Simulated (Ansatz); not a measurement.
W3. Total charge 0; triplet. Geometry PBE-D4/def2-TZVP; atoms count from 1.

```xyz
3

W    -0.794    0.150   -1.050
W     0.305   -1.215    0.432
W     0.489    1.065    0.617
```

In the def2 sets W takes a core potential; there is no spin–orbit coupling. The charge 0 triplet is spin-contaminated (final ⟨S²⟩ up to 2.19, 2.00 for a pure state). The structure comes from a short search, and lower isomers may exist.

**Question.** Estimate the Mulliken populations from the PBE0/def2-TZVP orbitals of Ansatz.

**Answer.** 
```csv
atom,charge (e),spin (α − β),d electrons
W1,0.03,1.13,4.55
W2,0.03,1.13,4.55
W3,-0.05,-0.26,4.53
```
Mulliken values and Mayer orders depend strongly on the basis.

**Question.** Where does the spin sit?

**Answer.** Summed by element: W 2.00, of 2 unpaired in all. Largest on single atoms: W1 1.13, W2 1.13, W3 -0.26.

**Question.** And the Mayer bond orders between bonded heavy atoms (over 0.3)?

**Answer.** W1–W2 2.69 (2.29 Å); W1–W3 2.71 (2.29 Å); W2–W3 2.71 (2.29 Å).
